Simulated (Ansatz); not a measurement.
CH5GaOSi, SMILES `O=[CH][GaH][SiH3]`. Total charge 0; spin multiplicity 1.

```xyz
9

O     0.177    0.961    2.494
C    -0.803    0.762    1.812
Ga   -0.443   -0.693    0.464
Si    0.712   -0.143   -1.578
H    -1.725    1.362    1.998
H    -0.737   -2.165    0.929
H     1.837   -1.078   -1.853
H     1.239    1.247   -1.560
H    -0.257   -0.253   -2.707
```

What are the harmonic wavenumbers in cm⁻¹ at PBE0-D4/def2-TZVP (Ansatz, finite differences of forces, unscaled)? (An estimate is asked.)

Ansatz gave: 28, 52, 108, 140, 320, 367, 438, 471, 564, 602, 822, 866, 933, 940, 1369, 1735, 1953, 2199, 2216, 2226, 2828.

Is this a minimum?

Yes, all 21 modes are real.

Give the ideal-gas thermochemistry at 298.15 K and 1 bar (rigid rotor, harmonic oscillator; point group C1, symmetry number 1).

Zero-point energy 126.7 kJ/mol; H(298) − E = 149.5 kJ/mol; entropy 376.7 J/(mol·K), of which translation 169.6, rotation 113.5, vibration 93.5; G(298) − E = 37.2 kJ/mol. Modes under 100 cm⁻¹ are hindered rotations or soft bends, so the harmonic entropy is rough.

Rotational constants (cm⁻¹)?

0.2307, 0.06354, 0.05344.
